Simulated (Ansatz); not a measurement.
Geometry optimisation, RKS PBE/def2-SVP (Ansatz).

input.yaml

```yaml
crystal:
  periodic: [false, false, false]
  atoms:
    - { symbol: C, position_ang: [-0.7077, 0.1912, 1.2299] }
    - { symbol: O, position_ang: [-0.4791, 0.5602, -0.1255] }
    - { symbol: C, position_ang: [0.2549, -0.4657, -0.7285] }
    - { symbol: F, position_ang: [-0.4295, -1.5699, -0.9465] }
    - { symbol: Se, position_ang: [0.9703, 0.1548, -2.4408] }
    - { symbol: H, position_ang: [-0.9576, 1.42683, -0.13465] }
    - { symbol: H, position_ang: [-1.2943, -0.7172, 1.2997] }
    - { symbol: H, position_ang: [0.2157, 0.2036, 1.815] }
    - { symbol: H, position_ang: [1.1699, -0.7317, -0.0477] }
    - { symbol: H, position_ang: [1.7746, 1.2718, -1.702] }
basis:
  gaussian: { orbitals: def2-SVP }
hamiltonian:
  xc: pbe
relax:
  f_tol: 0.02
  max_steps: 50
```

Command:

```bash
$ ansatz run input.yaml --threads 2 --pin off --max-ram 3072MiB --backend cpu --events-out ev --progress --plain --runs-dir out
```

**Question.** Where does it end, and by what steps?

**Answer.** It converged. After 12 steps the energy has fallen by 1.359 eV; H6 moved furthest, 0.50 Å.

```csv
step,energy less start (eV),largest force component (eV/Å),accepted
0,0.0000,3.616,yes
1,-0.7190,1.367,yes
2,-1.0324,0.942,yes
3,-1.2332,1.025,yes
4,-1.2756,1.475,yes
5,-1.2837,0.994,yes
6,-1.3490,0.152,yes
7,-1.3541,0.135,yes
8,-1.3573,0.081,yes
9,-1.3583,0.020,yes
10,-1.3584,0.023,yes
11,-1.3585,0.025,yes
12,-1.3585,0.015,yes
```

```xyz
10
Properties=species:S:1:pos:R:3
C -0.869 0.282 1.492
O -0.285 0.609 0.037
C 0.336 -0.427 -0.753
F -0.564 -1.401 -1.029
Se 0.949 0.297 -2.514
H -0.981 1.072 -0.479
H -1.196 -0.778 1.354
H 0.095 0.245 2.057
H 1.148 -0.815 -0.105
H 1.883 1.239 -1.842
```

Run time: 36 s on 2 threads of Arm Neoverse V1 (shared host), peak memory 0.15 GiB.
